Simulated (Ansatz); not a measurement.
The same molecule with X = F, Cl, Br. Ansatz, PBE0-D4/def2-TZVP geometries, multiplicity 1.

Scalar relativity is left out up to krypton.

| X | molecule | mean X–Ge bond length / Å | size of the dipole moment (B3LYP/def2-TZVPP) / D | HOMO energy (PBE/def2-TZVPP) / eV | HOMO–LUMO gap (PBE/def2-TZVPP) / eV |
| --- | --- | --- | --- | --- | --- |
| F | `[CH3][Ge][F]` | 1.766 | 2.09 | -5.72 | 2.56 |
| Cl | `[CH3][Ge][Cl]` | 2.199 | 2.20 | -5.76 | 2.34 |

(1) Give the row for X = Br, `[CH3][Ge][Br]`. (Best estimate.)

## Answers

(1) Computed: 
| X | molecule | mean X–Ge bond length / Å | size of the dipole moment (B3LYP/def2-TZVPP) / D | HOMO energy (PBE/def2-TZVPP) / eV | HOMO–LUMO gap (PBE/def2-TZVPP) / eV |
| --- | --- | --- | --- | --- | --- |
| Br | `[CH3][Ge][Br]` | 2.358 | 2.27 | -5.75 | 2.25 |

From F to Br the mean X–Ge bond length rises at each step, by 0.592 Å in all; the HOMO energy (PBE/def2-TZVPP) hardly changes; the HOMO–LUMO gap (PBE/def2-TZVPP) falls at each step, by 0.31 eV in all. Bonds lengthen as the atom grows down the group. Dipoles are sizes alone, and their direction can turn along the series.

B3LYP here is the variant with VWN-RPA as its local correlation; programs differ in this.

Spin–orbit coupling is left out; it splits and shifts lone-pair levels of the heavy atoms by tenths of an eV.
